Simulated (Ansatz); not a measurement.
Reaction (substitution at a C–Ge bond): `N#[C][Ge]([Cl])([Cl])[Cl]` + `OBO` → `N#COBO` + `[Cl][GeH]([Cl])[Cl]`

Isolated molecules relaxed with PBE0-D4/def2-TZVP in Ansatz; ΔE leaves out vibrations. CBS: MP2 limit from def2 TZ/QZ plus the TZ coupled-cluster correction, frozen cores. This one scheme is used for every species. Functionals use def2-TZVPP. For Ge outer-core shells are correlated without core-valence functions, which leaves a few kJ/mol of doubt a bond. Scalar relativity is left out up to krypton. One conformer a species, not always the lowest.

Question: Is it downhill or uphill in electronic energy at CCSD(T)/CBS, and by how much? (Estimate.)

Answer: Computed: Uphill: ΔE = +100.4 kJ/mol.

Question: What do these levels give: r2SCAN-D4, PBE0, MP2/def2-TZVPP, CCSD(T)/def2-TZVPP, SCS-MP2/def2-QZVPP, HF/CBS(def2)? (Best estimate.)

Answer: Ansatz gave: r2SCAN-D4 82.0, PBE0 78.0, MP2/def2-TZVPP 110.5, CCSD(T)/def2-TZVPP 103.9, SCS-MP2/def2-QZVPP 104.9, HF/CBS(def2) 80.5 kJ/mol.

Largest T1 diagnostic among the species: 0.015.

The D4 term adds +5.3 kJ/mol with B3LYP and +3.1 kJ/mol with PBE0; it sums over pairs of atoms, weighted by their polarisabilities, and B3LYP, whose exchange is more repulsive, gets the larger term. In def2-TZVPP, CCSD(T) changes the Hartree–Fock value by +21.1 kJ/mol (the triples alone add +2.1 kJ/mol) and MP2 by +27.7 kJ/mol.

B3LYP here is the variant with VWN-RPA as its local correlation; programs differ in this.
